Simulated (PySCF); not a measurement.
Fractional electron number in Mn (manganese, neutral)

The 4s beta orbital of [Ar] 3d5 4s2 is emptied in steps (occupation f), with all orbitals relaxed, ending at [Ar] 3d5 4s1. Calculation: PySCF 2.14, in def2-TZVPPD; the non-relativistic Hamiltonian (point nucleus). The exact energy is a straight line in f; departures are measured from the line between the end points of the same method.

```
   f  BHandHLYP (eV)  CAM-B3LYP (eV)
   1           0.000           0.000
0.75          -0.297          -0.239
 0.5          -0.406          -0.330
0.25          -0.313          -0.258
   0           0.000           0.000
```

Question: For CAM-B3LYP, how does the orbital energy at f = 1 compare with the removal energy?

Answer: −ε = 6.245 eV against a total-energy difference of 7.489 eV. By Janak's theorem ε = ∂E/∂f, so the gap between them reflects the curvature. Along the path −ε is 6.824 (f = 0.75), 7.441 (f = 0.5), 8.125 (f = 0.25) eV.

| method | E(f=0) − E(f=1) (eV) | −ε at f=1 (eV) | −ε at f=0.5 (eV) |
| --- | --- | --- | --- |
| BHandHLYP | 7.300 | 5.749 | 7.257 |
| CAM-B3LYP | 7.489 | 6.245 | 7.441 |

Reference removal energy between the ground levels: 7.434 eV (measured; NIST Atomic Spectra Database, ionization energies).
